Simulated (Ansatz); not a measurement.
# A basis-limit estimate, worked out

An elementary step of BH5SO2, closed shell (BH₃SO₂ ([OH][B]([OH])[SH]) + H₂ → BH₃O₂ ([OH][BH][OH]) + H₂S; bonds formed: B1–H6, S2–H5; bonds broken: B1–S2, H5–H6). “Start” is the structure reached by relaxing down from the saddle towards the reactants; PBE0-D4/def2-TZVP structures. The saddle:

```csv
atom,x (Å),y (Å),z (Å)
B1,-0.1239,-0.3749,0.1186
S2,0.8932,1.4186,-0.6122
O3,-1.3871,-0.0924,0.5781
O4,0.1094,-1.4236,-0.7464
H5,0.9490,0.3880,0.7180
H6,0.6490,-0.4325,1.2316
H7,0.0364,2.2191,0.0395
H8,-2.0496,-0.3212,-0.0791
H9,0.9237,-1.3811,-1.2479
```

Computed with Ansatz 0.2.0 (basis: def2-TZVPP and def2-QZVPP); correlated methods freeze the cores.

Energies in eV:

| quantity | saddle | start |
| --- | --- | --- |
| Hartree–Fock, triple zeta (X = 3) | -15645.35914 | -15648.13815 |
| Hartree–Fock, quadruple zeta (X = 4) | -15645.90084 | -15648.68719 |
| MP2 correlation, X = 3 | -21.98963 | -21.37460 |
| MP2 correlation, X = 4 | -23.72233 | -23.09725 |
| CCSD(T) correlation, X = 3 | -23.67664 | -23.08783 |

Q: Work out the barrier at the basis limit: extrapolate Hartree–Fock as E(X) = E∞ + A exp(−7.88 √X) and the MP2 correlation as E(X) = E∞ + B X^−2.97 (the exponents that Neese and Valeev fitted for def2-TZVPP and QZVPP), then add CCSD(T) − MP2 in triple zeta.

A: Each step is linear, so take the differences first (saddle − start): Hartree–Fock 2.77901 (X = 3) and 2.78635 (X = 4); MP2 correlation -0.61503 and -0.62508; CCSD(T) correlation -0.58881.
Two points give E∞ = E(4) + w [E(4) − E(3)], with w = 1/(exp(7.88 (2 − √3)) − 1) = 0.1377 for Hartree–Fock and w = 1/((4/3)^2.97 − 1) = 0.7407 for the correlation.
Hartree–Fock: 2.78635 + 0.1377 × 0.00734 = 2.7874 eV.
MP2 correlation: -0.62508 + 0.7407 × (-0.01005) = -0.6325 eV.
CCSD(T) − MP2: -0.58881 − (-0.61503) = 0.0262 eV.
Sum: 2.7874 + (-0.6325) + 0.0262 = 2.1811 eV, or 50.30 kcal/mol. Plain CCSD(T) in triple zeta gives 2.1902 eV, so the larger basis shifts the result by -0.0091 eV.

T1 diagnostic: at most 0.013.

Labels in which every atom is bracketed show which atoms are joined, not bond orders.

For scale, one of the runs: CCSD(T)/def2-TZVPP, 205 basis functions, launched by `ansatz run in.yaml --threads 4 --pin off --events-out ev --progress --plain --max-ram 9574MiB`. Hardware: 4 CPU threads of an AMD EPYC, shared host. Wall time 77 s; peak host memory 2.8 GiB.
